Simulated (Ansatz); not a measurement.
Isomers of CH7B2ClSi, relaxed with PBE0-D4/def2-TZVP in Ansatz; electronic energies, one conformer each and not always the lowest. Functionals use def2-TZVPP; CBS adds triple-zeta CCSD(T) − MP2 to the MP2 limit of def2-TZVPP and def2-QZVPP.

Problem. Order them by energy at frozen-core CCSD(T)/CBS, lowest first. (An estimate is asked.)
A. `CB(Cl)B[SiH3]`
B. `CBB([SiH3])Cl`
C. `BC([SiH3])BCl`

Solution. C (0.0 kcal/mol), A (15.0 kcal/mol), B (18.0 kcal/mol).

Problem. How do B3LYP-D4, B2PLYP, PBE-D4, r2SCAN-D4 place them (kcal/mol, against `BC([SiH3])BCl`)? (An estimate is asked.)

Solution. Computed: 
```
         isomer  B3LYP-D4  B2PLYP  PBE-D4  r2SCAN-D4
`CBB([SiH3])Cl`      15.1    16.7    14.3       16.4
`CB(Cl)B[SiH3]`      12.3    13.9    11.5       13.0
```

B3LYP here is the variant with VWN-RPA as its local correlation; programs differ in this.
